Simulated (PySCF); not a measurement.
FGe, SMILES [Ge][F] (connectivity only; charge and spin as stated), neutral, multiplicity 2.

Geometry: PBE-D3(BJ)/def2-TZVPD.

Two levels are set side by side: PBE/def2-TZVPD (PySCF) and r2SCAN/def2-TZVPD (PySCF). Same geometry, gas phase. Differences are taken from unrounded values.

| quantity | PBE |
|---|---|
| α-spin orbital gap (eV) | 0.18 |
| β-spin orbital gap (eV) | 5.14 |
| dipole moment (D) | 1.79 |

These are the PBE values. What does r2SCAN give? (The exact figures need the calculation; the answer reports its results.)


| quantity | r2SCAN | PBE minus r2SCAN |
|---|---|---|
| α-spin orbital gap (eV) | 0.64 | -0.46 |
| β-spin orbital gap (eV) | 5.53 | -0.39 |
| dipole moment (D) | 1.82 | -0.02 |
